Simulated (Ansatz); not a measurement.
`C[SiH2]BS` + `[AlH2][SH]` → `[AlH2][S]BS` + `C[SiH3]`  (cleavage of the B–Si bond)

Calculated with Ansatz (gas phase, PBE0-D4/def2-TZVP geometries, no zero-point term in ΔE). CCSD(T)/CBS adds triple-zeta CCSD(T) − MP2 to the extrapolated MP2 energy (def2 sets, frozen cores). This one scheme is used for every species. DFT in def2-TZVPP. One conformer a species, not always the lowest.

Task: Is it downhill or uphill in electronic energy at CCSD(T)/CBS, and by how much? (Estimate.)

Result: Computed: Downhill: ΔE = -0.72 eV.

Task: What do these levels give: ωB97M-V, CCSD/def2-SVP, MP2/def2-TZVPP, CCSD(T)/def2-TZVPP, HF/def2-QZVPP, MP2/def2-QZVPP? (An estimate is asked.)

Result: Ansatz gave: ωB97M-V -0.72, CCSD/def2-SVP -0.74, MP2/def2-TZVPP -0.82, CCSD(T)/def2-TZVPP -0.71, HF/def2-QZVPP -0.71, MP2/def2-QZVPP -0.82 eV.

Largest T1 diagnostic among the species: 0.014.

From BLYP to BHLYP (50 % exact exchange), in def2-TZVPP and without D4, ΔE moves by −0.04 eV. The D4 term adds −0.04 eV with B3LYP and −0.02 eV with PBE0; it sums over pairs of atoms, weighted by their polarisabilities, and B3LYP, whose exchange is more repulsive, gets the larger term.

B3LYP here is the variant with VWN-RPA as its local correlation; programs differ in this.
